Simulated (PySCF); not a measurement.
Caesium: a sound run and one with changed settings

Sound run: Cs²⁺ [Kr] 4d10 5s2 5p5, Cs³⁺ [Kr] 4d10 5s2 5p4. All numbers are calculated (PySCF 2.14, scalar relativity through the core potential, in def2-TZVP with the def2 core potential (46 electrons) (5s3p3d, 29 functions)). In the sound run the correlated levels freeze 5s2 outside the core potential. The sound run starts from symmetry-adapted Hartree-Fock orbitals and uses a fine grid where one is needed.

Changed run: all electrons correlated in a basis built for the valence shell.

| species | method | sound run (hartree) | changed run (hartree) | converged |
| --- | --- | --- | --- | --- |
| Cs²⁺ | MP2 | -18.94271 | -18.96197 | yes |
| Cs³⁺ | MP2 | -17.72446 | -17.75140 | yes |

Ionisation energy of Cs²⁺:

| method | sound run (eV) | changed run (eV) |
| --- | --- | --- |
| UHF | 32.501 | 32.501 |
| MP2 | 33.150 | 32.941 |
| SCS-MP2 | 33.174 | 32.912 |

A valence basis has no tight correlating functions, so it recovers only part of the core correlation, and not evenly between atom and ion.

For comparison, NIST gives 33.195 eV between the lowest levels.
